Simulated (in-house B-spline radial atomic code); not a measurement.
A fraction x of an electron is removed from 3d in the rhodium ion Rh³⁺, starting from [Kr] 4d6 and keeping the highest spin. Method: non-relativistic LDA PW92, spin-polarised, spherical fractional occupations, point nucleus. Calculated with a radial B-spline atomic code at the basis-set limit.

| x | E(x) - E(0) (eV) | 3d down level (eV) |
| --- | --- | --- |
| 0 | 0.0000 | -341.703 |
| 0.09 | 30.9086 | -345.157 |
| 0.19 | ? | ? |
| 0.32 | 111.3179 | -354.077 |
| 0.4 | 139.7692 | -357.210 |
| 0.5 | 175.6869 | -361.148 |
| 0.55 | 193.7937 | -363.126 |
| 0.73 | 259.8004 | -370.295 |
| 0.85 | ? | ? |
| 0.91 | 327.1045 | -377.540 |
| 1 | 361.2472 | -381.190 |

**Question.** What belongs in the row x = 0.19?

**Answer.** An energy change of 65.6172 eV; 3d down at -349.019 eV.

**Question.** What belongs in the row x = 0.85?

**Answer.** An energy change of 304.5248 eV; 3d down at -375.117 eV.

**Question.** Check Janak's theorem between x = 0.32 and 0.4.

**Answer.** The slope of the energy is 355.64 eV; the orbital levels give 355.64 eV (-ε of the emptying orbital, averaged over the two points).
